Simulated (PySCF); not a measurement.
## Dipole response of Sr (strontium, neutral)

[Kr] 5s2, closed-shell 1S. Calculation: PySCF 2.14, in aug-cc-pVTZ-X2C (8s7p5d2f, 68 functions); the spin-free X2C one-electron Hamiltonian (Gaussian nucleus). Coupled (time-dependent) response in atomic units; α is the mean over directions.

```tsv
method	mean α (bohr³)	C₆ (like pair)	S(−4)
UHF	232.4	4046	25160
PBE	196.4	3162	18020
PBE0	203.8	3344	19250
revPBE	206.2	3389	19910
r2SCAN0	204.2	3451	18190
```

S(−4) is the Cauchy moment in α(ω) = α(0) + S(−4) ω² + …

Reference α: 197.2 ± 0.2 bohr³ (recommended; Schwerdtfeger and Nagle, table of static dipole polarizabilities (2023 update)). Published C₆: 3175 (Chu and Dalgarno (2004); Tang, Norbeck and Certain (1976)).

Hartree-Fock lies above the reference because it lacks correlation, which contracts the outer shell.

α(iu) at r2SCAN0:

| u (hartree) | α(iu) (bohr³) |
| --- | --- |
| 0 | 204.2 |
| 0.0500 | 167.2 |
| 0.100 | 109.5 |
| 0.200 | 48.49 |
| 0.300 | 27.11 |
| 0.500 | 13.20 |
| 0.750 | 7.737 |
| 1.00 | 5.297 |
| 1.50 | 2.975 |
| 2.00 | 1.887 |
| 3.00 | 0.9348 |
| 5.00 | 0.3606 |

A single London oscillator, α(iu) = α/(1 + u²/ω²), gives C₆ = (3/4) ω α². Matching the computed C₆ needs ω = 4 × 3451 / (3 × 204.2²) = 0.110 hartree.
